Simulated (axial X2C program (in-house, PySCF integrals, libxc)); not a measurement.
# What spin–orbit coupling does to CrBr⁺

Computed with an in-house relativistic program for diatomic molecules. Spin-free means the one-electron spin-free X2C Hamiltonian; two-component (2c) means X2C with spin–orbit coupling and atomic mean-field two-electron Coulomb and Gaunt terms, so the difference of the two also holds small scalar two-electron terms. Basis: Br dyall-cv3z [8s9p6d4f1g], Cr dyall-cv3z [9s10p6d3f2g] (cores contracted in-house); Gaussian nuclei, density fitting, unrestricted open shells. Masses: Br 78.918 u, Cr 51.941 u.

Spin-free state: M_S = 2, Λ = 1 (beyond evenly filled blocks: σα, π+α, δ+α, δ-α); fragments Br + Cr+.

| level | Re (Å) | ωe (cm⁻¹) | De (eV) | μ (D) |
| --- | --- | --- | --- | --- |
| PBE0 | 2.255 | 336.4 | 2.042 | 7.50 |
| HF | 2.324 | 350.8 | 0.758 | 10.74 |
| MP2 | 2.259 | 366.6 | 1.545 | n/a |
| CCSD | 2.257 | 369.1 | 1.544 | n/a |
| CCSD(T) | 2.255 | 367.9 | 1.700 | n/a |
| TPSSh | 2.257 | 330.6 | 2.310 | 7.24 |

Correlated methods: 12 electrons correlated (number of frozen shells: Br 3 s, 2 p, 1 d; Cr 3 s, 2 p), 278 virtual spin orbitals or spinors in MP2, 90 natural virtuals in coupled cluster.

Dipoles are positive if Cr is the positive end and refer to the centre of mass.

Two-component determinant lowest at the distance of the search:

Ω = 1 (⟨Sz⟩ = 2.00, ⟨Lz⟩ = -1.00 at HF); fragments Br + Cr+.

```tsv
level	Re (Å)	ωe (cm⁻¹)	De (eV)	μ (D)
PBE0	2.261	330.3	2.009	7.38
HF	2.324	350.5	0.618	10.69
MP2	2.258	367.2	1.435	n/a
CCSD	2.258	369.1	1.440	n/a
CCSD(T)	2.256	367.2	1.601	n/a
TPSSh	2.262	326.0	2.326	7.16
```

(1) From the two tables, how do the constants change at the CCSD(T) level (2c against spin-free)?

The state is one determinant whose occupation by symmetry is held fixed; it was picked as the lowest of a PBE0 search that is not exhaustive. De is counted from the lowest determinant-based energies of the atoms at the same level, without counterpoise correction. Density functionals use the spin component along the axis (collinear). CCSD and (T) use frozen natural virtuals with an MP2 correction for the truncation; (T) itself is uncorrected, so its De runs slightly low. Other states lie close and PBE0, whose exact exchange favours high spin, may order them wrongly; the determinant shown need not be the ground state. The nearest other spin-free determinant of the search, M_S = 2, Λ = 0, lies 0.014 eV up at the distance of the search. Without a current term, density functionals place determinants with orbital angular momentum somewhat too high. With several unpaired electrons one determinant need not be a pure state. Open-shell Ω = 0 determinants with evenly filled partner blocks cannot be reached by this program, so the Ω shown need not be the lowest component. Some points did not converge and are left out. The determinant is spin-polarised beyond a pure state at some levels (its spin-free form has ⟨S²⟩ too high), which makes Re and μ there less reliable. The T1 diagnostic is large, a sign of multireference character. The stretched end of a curve changes character and is left out.

Results:

(1) At the CCSD(T) level Re rises by 0.001 Å and ωe goes down by 0.7 cm⁻¹; De changes by -0.099 eV.
